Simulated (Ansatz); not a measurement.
Job for Ansatz (a quantum-chemistry and plane-wave program): R-HF/def2-TZVPP on CF2 (SMILES F[C]F), atoms moved off the minimum.

Ansatz 0.2 input:
```yaml
crystal:
  periodic: [false, false, false]
  atoms:
    - {symbol: F, position_ang: [-1.07180219, -0.22065846, 0.01118009]}
    - {symbol: C, position_ang: [-0.04085247, 0.61267341, 0.01385938]}
    - {symbol: F, position_ang: [1.00519377, -0.18838281, -0.04890174]}
basis:
  gaussian:
    orbitals: def2-TZVPP
hamiltonian:
  xc: {name: HF}
scf: {lower_state_search: off}
output: {forces: true}
```

It printed:

```
WARN ansatz: RAYON_NUM_THREADS=1 ignored (pool sized by the plan → 1); use --threads N
Functional definition: HF
these checks for a lower state are left out or cut short: stability, starts, cluster_reference, orbital_swaps, neighbouring_geometries, increment
integrals: 0.01 GiB planned
627 factors; their error is unknown
mean field: 0.13 GiB planned
mean field evaluation 1: about -6440.8232 eV, gradient 3.1e1 eV
mean field evaluation 2: about -6441.9850 eV, gradient 2.0e1 eV
mean field evaluation 4: about -6442.5679 eV, gradient 9.4e-1 eV
mean field evaluation 8: about -6442.6975 eV, gradient 5.8e-1 eV
mean field -6442.69778061 eV, -236.7647764199 hartree, gradient 2.9e-6 eV, S^2 0.000000; 0 other end points of the search recorded, 0 dependent functions left out
the calculation of the forces begins
reference -6442.69778061 eV, -236.7647764199 hartree; 12, 12 occupied and 81, 81 virtual orbitals, 627 factors
Total energy: -6442.69778061 eV, -236.7647764199 hartree
Atom 0 at    -1.071802    -0.220658     0.011180 Å, force     2.010282     1.608513     0.004571 eV/Å
Atom 1 at    -0.040852     0.612673     0.013859 Å, force    -0.089659    -3.063125    -0.119162 eV/Å
Atom 2 at     1.005194    -0.188383    -0.048902 Å, force    -1.920623     1.454612     0.114591 eV/Å
Dipole moment:     0.008383    -0.036512    -0.001700 e Å
Checks for a lower state left out: stability, starts, cluster_reference, orbital_swaps, neighbouring_geometries, increment
```

The run converged.

Cost: about 0.7 core-seconds (a rough figure).
